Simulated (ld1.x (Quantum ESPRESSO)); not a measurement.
**u(r) = r·R(r): atom against pseudo-atom (Be (Z = 4))**

Columns: radius, all-electron u(r) and pseudo u(r) of the 2s shell (level -5.76 eV) of beryllium in the configuration [He] 2s1.75 2p0.25; PBE, non-relativistic, ultrasoft scheme, ld1.x (Quantum ESPRESSO) 7.5.

```
r (bohr)  all-electron   pseudo
   0.225        0.2537  -0.1204
   0.450        0.1286  -0.2356
   0.675       -0.0742  -0.3410
   0.900       -0.2623  -0.4328
   1.125       -0.4103  -0.5086
   1.350       -0.5185  -0.5671
   1.575       -0.5889  -0.6079
   1.800       -0.6268  -0.6317
   2.025       -0.6387  -0.6391
   2.250       -0.6308  -0.6308
   2.475       -0.6087  -0.6087
   2.700       -0.5769  -0.5769
   2.925       -0.5392  -0.5392
   3.150       -0.4982  -0.4982
   3.375       -0.4562  -0.4562
   3.600       -0.4147  -0.4147
   3.825       -0.3748  -0.3748
   4.050       -0.3370  -0.3370
   4.275       -0.3019  -0.3019
   4.500       -0.2695  -0.2695
   4.725       -0.2399  -0.2399
   4.950       -0.2130  -0.2130
   5.175       -0.1887  -0.1887
   5.400       -0.1669  -0.1669
   5.625       -0.1473  -0.1473
   5.850       -0.1298  -0.1298
```

(1) How many radial nodes do the two functions have?

(2) At about which radius was the pseudo-wave matched?

(3) Is the pseudo-wave norm-conserving?

Results:

(1) The all-electron 2s function has n − l − 1 = 1; the pseudo-wave has 0, since the states of the same l below it are removed with the core.

(2) 2.20 bohr, where the columns begin to agree (steps of 0.23 bohr).

(3) No, it belongs to an ultrasoft set: the norm inside the radius is not constrained, and the difference is carried by the augmentation charge.
